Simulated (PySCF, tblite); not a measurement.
Compound: C6H10F3P.
Numbering: `[CH3:1][CH2:2][C@@H:3]([CH3:4])/[P:5]=[CH:6]\[C:7]([F:8])([F:9])[F:10]` (hydrogens: H11, H12, H13 on C1; H14, H15 on C2; H16 on C3; H17, H18, H19 on C4; H20 on C6)

Geometry (GFN2-xTB, Å), atoms numbered from 1 in this order:
```xyz
20
C6H10F3P angstrom
C     -2.013    1.100    0.731
C     -1.019    0.870   -0.401
C     -0.311   -0.489   -0.293
C     -1.259   -1.661   -0.548
P      1.037   -0.546   -1.599
C      2.437   -0.103   -0.795
C      2.625    0.228    0.637
F      2.357   -0.804    1.471
F      1.847    1.243    1.071
F      3.889    0.593    0.902
H     -1.517    1.000    1.694
H     -2.426    2.104    0.663
H     -2.835    0.391    0.686
H     -1.536    0.931   -1.363
H     -0.271    1.666   -0.373
H      0.118   -0.592    0.706
H     -0.717   -2.605   -0.516
H     -2.036   -1.695    0.211
H     -1.730   -1.568   -1.525
H      3.355   -0.054   -1.362
```

Level of theory: PBE0/pcSseg-1 in PySCF (dipole) on a GFN2-xTB geometry, gas phase.

Masses are those of the commonest isotopes; rigid-rotor values at the optimised geometry. The values belong to one conformer with, in the numbering `[CH3:1][CH2:2][C@@H:3]([CH3:4])/[P:5]=[CH:6]\[C:7]([F:8])([F:9])[F:10]`, C1–C2–C3–C4 69°, C2–C3–P5–C6 97°.

(1) Give the principal moments of inertia and the rotational constants in MHz.

(2) What kind of rotor is it?

(3) What does the inertial defect say?

(4) Where do the levels up to J = 2 lie, in MHz?

(5) Predict some low-J microwave lines.

Results:

(1) Ia = 305.39, Ib = 690.72, Ic = 810.06 u·Å²; 505379 MHz·u·Å²/I gives A = 1655, B = 731.7, C = 623.9 MHz.

(2) An asymmetric top: κ = (2 × 731.7 − 1655 − 623.9)/(1655 − 623.9) = -0.79.

(3) Not planar: Δ = Ic − Ia − Ib = -186.05 u·Å². For a rigid frame Δ = −2 Σ m c², so Σ m c² = 93.03 u·Å² lies off the ab plane: 14.15 from hydrogen and 78.87 from heavier atoms. The atom farthest from that plane is 1.90 Å away.

(4) Above 0(0,0):
J = 1: 1(0,1) 1356, 1(1,1) 2279, 1(1,0) 2387
J = 2: 2(0,2) 4058, 2(1,2) 4882, 2(1,1) 5205, 2(2,1) 7975, 2(2,0) 7984

(5) The dipole components are |μa| = 1.92 D, |μb| = 0.53 D, |μc| = 0.18 D. Intensities carry the squares of the components, which stand as 1.00 : 0.08 : 0.01 (a : b : c). Some lines, for components of 0.1 D or more:

| type | branch | J(Ka,Kc) | MHz | lower level (cm⁻¹) |
| --- | --- | --- | --- | --- |
| a | Q | 3(1,2) ← 3(1,3) | 646 | 0.293 |
| c | Q | 3(1,3) ← 3(0,3) | 692 | 0.270 |
| c | Q | 1(1,1) ← 1(0,1) | 923 | 0.045 |
| a | R | 1(0,1) ← 0(0,0) | 1356 | 0.000 |
| b | R | 2(0,2) ← 1(1,1) | 1779 | 0.076 |
| c | Q | 3(2,2) ← 3(1,2) | 2614 | 0.314 |
| b | Q | 2(2,1) ← 2(1,2) | 3093 | 0.163 |
| b | Q | 3(2,2) ← 3(1,3) | 3260 | 0.293 |
| c | R | 2(2,0) ← 1(1,0) | 5597 | 0.080 |
| c | R | 3(2,1) ← 2(1,1) | 6880 | 0.174 |
| c | R | 3(3,1) ← 2(2,1) | 8957 | 0.266 |

Its GFN2-xTB frequencies are all real (lowest 39 cm⁻¹). Zero-point vibration and centrifugal distortion are left out. A rigid rotor knows nothing of internal rotation, which can split or shift real lines.
